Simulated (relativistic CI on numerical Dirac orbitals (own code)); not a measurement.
## Pt²³⁺: sensitivity of the levels to the model

Base calculation: Dirac-Coulomb-Breit CI, orbitals from a KLI potential per configuration, model QED (radiative potential, 1s self-energy scaled to tabulated hydrogen-like ionisation energies), unscaled Slater integrals.

CI space (outside the closed core [Ar] 3d10 4d10): 4s²4p⁶4f⁹, 4s²4p⁶4f⁸5s, 4s²4p⁶4f⁷5s², 4s²4p⁵4f¹⁰, 4s²4p⁶4f⁸6s, 4s4p⁶4f¹⁰, 4p⁶4f¹¹. Levels of other configurations are missing.

Variants: (1) Breit term removed; (2) non-relativistic limit. Shifts of the energy above 4s²4p⁶4f⁹ ⁶H°15/2, in cm⁻¹, for the lowest level and the first level of each name with at least 55 % of one term (blank where a level changes its place among those of its configuration and J or its character, or is not in the variant):

| Level | Base | Δ(1) | Δ(2) |
| --- | --- | --- | --- |
| 4s²4p⁶4f⁹ ⁶H°15/2 | 0.0 | 0.0 | 0.0 |
| 4s²4p⁶4f⁹ ⁶H°13/2 | 20360.9 | +632.3 | -20360.9 |
| 4s²4p⁶4f⁹ ⁶H°9/2 | 36690.9 | +179.7 |  |
| 4s²4p⁶4f⁹ ⁶F°5/2 | 48370.1 | -53.7 | -34702.0 |
| 4s²4p⁶4f⁹ ⁶F°1/2 | 51219.2 | -499.0 | -37551.0 |
| 4s²4p⁶4f⁹ ⁴M°21/2 | 60218.6 | +2926.9 | -11015.6 |
| 4s²4p⁶4f⁹ ⁴G°11/2 | 63632.3 | +493.4 |  |
| 4s²4p⁶4f⁹ ⁴M°17/2 | 85804.4 | +2730.9 |  |
| 4s²4p⁶4f⁹ ⁴M°19/2 | 88157.6 | +3479.5 |  |
| 4s²4p⁶4f⁹ ⁴L°17/2 | 94577.8 | +2596.0 | -34517.7 |
| 4s²4p⁶4f⁹ ⁴K°11/2 | 107905.2 | +1958.0 |  |
| 4s²4p⁶4f⁹ ⁴H°7/2 | 108440.5 | +805.5 | -42544.4 |

At this charge energies of transitions that change n are usually good to better than 1 %, and those within a shell (Δn = 0) to a few per cent. Terms inside the open d or f shell come out 10 to 20 % too wide with unscaled integrals.

Ionisation energy from the two ground configurations alone: base 698.993 eV. The NIST ASD value (theoretical) is 710 eV.

LS names give the leading component of a level, which can be under half, so a name can repeat, a term be missing and a line seem to break the LS rules.
